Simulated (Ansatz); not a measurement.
Input file for Ansatz (a first-principles code): R-CCSD(T)/aug-cc-pV(D+d)Z on CH7NS (a complex), monomers drawn apart or pushed together. Files ending in .json are basis or fitting sets from the Basis Set Exchange.

Ansatz 0.2 input:
```yaml
crystal:
  periodic: [false, false, false]
  atoms:
    - {symbol: N, position_ang: [-0.17450556, 0.03282820, 0.74719307]}
    - {symbol: H, position_ang: [-0.14679783, 0.95387266, 0.32494152]}
    - {symbol: H, position_ang: [0.65866395, -0.46350876, 0.45284551]}
    - {symbol: H, position_ang: [-0.97520889, -0.45671542, 0.36445364]}
    - {symbol: C, position_ang: [0.62721964, -0.97315073, 5.01765407]}
    - {symbol: S, position_ang: [-0.50444179, 0.39638703, 4.60939093]}
    - {symbol: H, position_ang: [1.63075332, -0.78139924, 4.64173162]}
    - {symbol: H, position_ang: [0.66754520, -1.03649074, 6.10378719]}
    - {symbol: H, position_ang: [0.25862284, -1.91970618, 4.62615664]}
    - {symbol: H, position_ang: [-0.40071325, 0.28708856, 3.26513496]}
basis:
  gaussian:
    orbitals: aug-cc-pV_D+d_Z.json
magnetization: {spin_polarized: false}
correlation: {method: ccsd_t, electrons: outside_noble_gas}
scf: {lower_state_search: off}
```

Output:

```
WARN ansatz: RAYON_NUM_THREADS=1 ignored (pool sized by the plan → 1); use --threads N
Functional definition: HF
these checks for a lower state are left out or cut short: stability, starts, cluster_reference, orbital_swaps, neighbouring_geometries, increment
integrals: 0.35 GiB planned
1363 factors; integrals over basis functions are off by at most 1.2e-3 eV
mean field: 0.41 GiB planned
mean field evaluation 1: about -13437.7166 eV, gradient 3.6e1 eV
mean field evaluation 2: about -13437.7765 eV, gradient 3.6e1 eV
mean field evaluation 4: about -13440.8181 eV, gradient 2.9e0 eV
mean field evaluation 8: about -13440.8560 eV, gradient 1.8e-1 eV
mean field -13440.85625877 eV, -493.9423569703 hartree, gradient 1.1e-6 eV, S^2 0.000000; 0 other end points of the search recorded, 0 dependent functions left out
7 core orbitals not correlated
reference -13440.85625877 eV, -493.9423569703 hartree; 11, 11 occupied and 123, 123 virtual orbitals, 1363 factors
second order -13.76656714 eV of doubles, -0.00000000 eV of singles
coupled cluster: 0.95 GiB planned
cycle   1  -14.70367568 eV  change   -9.4e-1 eV  update   7.8e-2
cycle   2  -15.09194588 eV  change   -3.9e-1 eV  update   2.4e-2
cycle   3  -15.14644759 eV  change   -5.5e-2 eV  update   8.4e-3
cycle   4  -15.14553090 eV  change    9.2e-4 eV  update   2.1e-3
cycle   5  -15.14533505 eV  change    2.0e-4 eV  update   7.3e-4
cycle   6  -15.14527093 eV  change    6.4e-5 eV  update   2.2e-4
cycle   7  -15.14522843 eV  change    4.3e-5 eV  update   7.7e-5
cycle   8  -15.14522688 eV  change    1.5e-6 eV  update   2.9e-5
cycle   9  -15.14522318 eV  change    3.7e-6 eV  update   1.1e-5
perturbative correction -0.45824014 eV, -0.0168400144 hartree
Total energy: -13456.45972209 eV, -494.5157736708 hartree
Checks for a lower state left out: stability, starts, cluster_reference, orbital_swaps, neighbouring_geometries, increment
```

The calculation finished and met its thresholds.

Cost: around 18 core-seconds (rough).
